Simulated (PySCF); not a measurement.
**A small calculation by hand: entropy of an ideal gas**

Cl3OSi, SMILES [O][Si](Cl)(Cl)Cl, multiplicity 2.

Coordinates come from a PBE-D3(BJ)/def2-SVP optimisation. The isomer is the one that the SMILES or the coordinates give; other isomers of the formula were not compared.

PBE-D3(BJ)/def2-SVP (PySCF 2.14.0) gives the harmonic wavenumbers 115, 144, 196, 214, 228, 435, 571, 607, 876 cm⁻¹ and the rotational temperatures 0.0897, 0.0853, 0.0598 K. The molar mass is 150.43 g/mol, the symmetry number 1, the spin multiplicity 2.

### Question
Work out the entropy at 298.15 K and 1 atm in the rigid-rotor, harmonic-oscillator model.

### Answer

Translation (Sackur–Tetrode at 1 atm): S = R[1.5 ln M + 2.5 ln T − 1.16487] = 171.3 J/(mol K).
Rotation: q = (√π/σ) T^1.5/√(θA θB θC) = 427000, S = R[ln q + 3/2] = 120.3 J/(mol K).
Vibration: with u = 1.4388 ν/T, each mode gives R[u/(e^u − 1) − ln(1 − e^−u)]:
```json
[
 {"ν (cm⁻¹)": "115", "modes": "1", "u": "0.55", "S (J/(mol K))": "13.32"},
 {"ν (cm⁻¹)": "144", "modes": "1", "u": "0.69", "S (J/(mol K))": "11.51"},
 {"ν (cm⁻¹)": "196", "modes": "1", "u": "0.95", "S (J/(mol K))": "9.08"},
 {"ν (cm⁻¹)": "214", "modes": "1", "u": "1.03", "S (J/(mol K))": "8.41"},
 {"ν (cm⁻¹)": "228", "modes": "1", "u": "1.10", "S (J/(mol K))": "7.93"},
 {"ν (cm⁻¹)": "435", "modes": "1", "u": "2.10", "S (J/(mol K))": "3.52"},
 {"ν (cm⁻¹)": "571", "modes": "1", "u": "2.76", "S (J/(mol K))": "2.10"},
 {"ν (cm⁻¹)": "607", "modes": "1", "u": "2.93", "S (J/(mol K))": "1.83"},
 {"ν (cm⁻¹)": "876", "modes": "1", "u": "4.23", "S (J/(mol K))": "0.64"}
]
```
These are all the modes. Sum 58.3 J/(mol K).
Spin: R ln 2 = 5.8 J/(mol K).
Total 355.6 J/(mol K); the program's own thermochemistry gives 355.6. Translation makes up 48 % and vibration 16 %. Anharmonicity, hindered rotation and orbital degeneracy are left out.
